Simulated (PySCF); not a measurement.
Isotope clusters of molecular radical cations, worked from isotope masses and abundances (centroid m/z, relative intensity):

1. 159.0874 (100.0), 160.0892 (13.2), 161.0855 (4.0)
2. 164.0807 (100.0), 165.0841 (8.8), 166.0875 (0.3)
3. 171.0530 (100.0), 172.0540 (17.2), 173.0509 (8.1), 174.0520 (0.9)
4. 134.1090 (100.0), 135.1124 (11.0), 136.1158 (0.5)
5. 196.9994 (100.0), 197.9992 (27.1), 198.9968 (19.9), 199.9963 (3.9), 200.9940 (1.5)
6. 122.0362 (100.0), 123.0396 (7.7), 124.0415 (0.7)
7. 154.1172 (100.0), 155.1193 (15.0), 156.1158 (4.3), 157.1182 (0.4)

Lines and terms under 0.3 % are left out. Candidates, as SMILES:
A. `[SiH3]C[SiH2]CCC1=NC=CO1`
B. `[SiH3]C[C@]12CCC[C@H]1CCC2`
C. `CC[C@]12C[C@](C(F)(F)F)(C1)C2`
D. `CN[Si@H]([SiH3])[SiH2][SiH2][SiH2]O`
E. `C[C@]12C=C[C@@H](C[C@H]2C=C)C1`
F. `CC#CC[C@H](F)[SiH2]N(C)C`
G. `O=C(O)C1=CC=CC=C1`

Match clusters and compounds, and give each formula.

1 = F, C7H14FNSi, monoisotopic mass of the neutral 159.0880 u; relative to that species, one 13C gives 7.6 % at +1, one 29Si gives 5.1 % at +1, one 15N gives 0.4 % at +1 and one 30Si gives 3.3 % at +2.
2 = C, C8H11F3, monoisotopic mass of the neutral 164.0813 u; relative to that species, one 13C gives 8.7 % at +1.
3 = A, C6H13NOSi2, monoisotopic mass of the neutral 171.0536 u; relative to that species, one 29Si gives 10.2 % at +1, one 13C gives 6.5 % at +1, one 15N gives 0.4 % at +1 and one 30Si gives 6.7 % at +2.
4 = E, C10H14, monoisotopic mass of the neutral 134.1096 u; relative to that species, one 13C gives 10.8 % at +1.
5 = D, CH15NOSi5, monoisotopic mass of the neutral 197.0000 u; relative to that species, one 29Si gives 25.4 % at +1, one 13C gives 1.1 % at +1, one 15N gives 0.4 % at +1 and one 30Si gives 16.7 % at +2.
6 = G, C7H6O2, monoisotopic mass of the neutral 122.0368 u; relative to that species, one 13C gives 7.6 % at +1 and one 18O gives 0.4 % at +2.
7 = B, C9H18Si, monoisotopic mass of the neutral 154.1178 u; relative to that species, one 13C gives 9.7 % at +1, one 29Si gives 5.1 % at +1 and one 30Si gives 3.3 % at +2.

What is the mean mass of the whole cluster 5, and how does it compare with the molar mass?

197.562 u over all lines, faint ones too (the ion lacks one electron, 0.0005 u); standard atomic weights give 197.562 g/mol for CH15NOSi5.

Give the exact less the nominal mass of each, in mDa.

C6H13NOSi2 +53.6, C9H18Si +117.8, C8H11F3 +81.3, CH15NOSi5 0.0, C10H14 +109.6, C7H14FNSi +88.0, C7H6O2 +36.8 (neutral, monoisotopic).

Abundances used (%; other tables differ somewhat): 12C 98.93, 13C 1.07; 28Si 92.2297, 29Si 4.6832, 30Si 3.0872; 14N 99.632, 15N 0.368; 1H 99.9885, 2H 0.0115; 16O 99.757, 17O 0.038, 18O 0.205.

A cluster can't tell isomers apart.

Masses and patterns are calculated from tabulated isotope masses and abundances.
